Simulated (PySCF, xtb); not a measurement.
Si(H)2(Br)(vinyl) (C₂H₅BrSi), SMILES C=C[SiH2]Br.

GFN2-xTB (xtb) at its own geometry gives an orbital gap of 4.27 eV and a dipole moment of 5.66 D.

Geometry optimised at B3LYP-D3(BJ)/def2-SVP. The values are those of a single conformer.

Q: What does PBE/def2-TZVP (PySCF) give? (The exact figures need the calculation; the answer reports its results.)

A: gap 4.90 eV (levels -6.95 and -2.05 eV), dipole 1.99 D.
